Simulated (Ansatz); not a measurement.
A structure relaxed at PBE-D4/def2-SVP in Ansatz, charge 0, singlet:

Cartesian coordinates in Å:
```
Ga 2.051 3.985 0.551
Ga 1.160 1.771 -2.464
Ga -0.599 -3.520 0.690
Ga -0.809 -0.036 1.773
Ga 0.870 -1.253 -1.323
Ga 2.002 0.681 0.338
Ga -1.633 0.937 -0.777
Ga 1.400 -0.173 3.553
Ga -0.824 -3.036 -1.962
P -2.750 -2.192 -0.223
P -2.959 -0.217 0.777
P -2.777 -1.776 -2.464
P 2.798 0.008 -1.753
P -1.047 -0.301 -2.675
P 2.228 1.982 2.334
P 0.958 -1.489 1.162
P -0.041 2.214 2.383
P -0.030 2.416 0.080
```

(1) Give its formula.

(2) Summarise the bond lengths by kind (pairs closer than 1.2 times the sum of covalent radii, bridged metal pairs left out).

Answers

(1) the cluster Ga9P9.

(2) 21 × Ga–P 2.34 to 2.73 Å; 5 × P–P 2.22 to 2.31 Å; 2 × Ga–Ga 2.54 to 2.84 Å.

Single mean-field runs in def2-SVP are fitted with def2-universal-jkfit. Another isomer (singlet) lies 0.03 eV lower at PBE0-D4/def2-TZVP; other spin states weren't run for this one.
